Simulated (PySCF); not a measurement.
# BiSe and its ions

PBE0; Bi def2-SVP with ECP60, Se def2-SVP; scalar-relativistic core potentials (PySCF 2.14). Neutral (UKS): doublet (π ↑), Re = 2.436 Å, ωe = 288 cm⁻¹, De = 2.77 eV, HOMO -5.22 eV, LUMO -3.62 eV.

BiSe⁺ (UKS): singlet (closed shell), Re = 2.357 Å, ωe = 334 cm⁻¹. The energies at the minima are -2615.62637 hartree for BiSe and -2615.35755 for BiSe⁺.

Question: Work out the adiabatic ionisation energy, without and with harmonic zero-point energies (1 hartree = 27.2114 eV, 1 eV = 8065.5 cm⁻¹), and the change of the bond length.

Answer: At PBE0: 0.26882 hartree = 7.315 eV between the minima; the zero-point term (334.0 − 288.0)/2 cm⁻¹ = +0.003 eV makes it 7.318 eV. Re changes by -7.9 pm against the neutral. The electron leaves a π orbital, and the shorter bond of the ion fits an antibonding orbital, or a change in how ionic the bond is.

Spin–orbit coupling is left out, which matters for elements this heavy, above all for dissociation energies. States were picked by a PBE0 search and need not be the measured ground states.
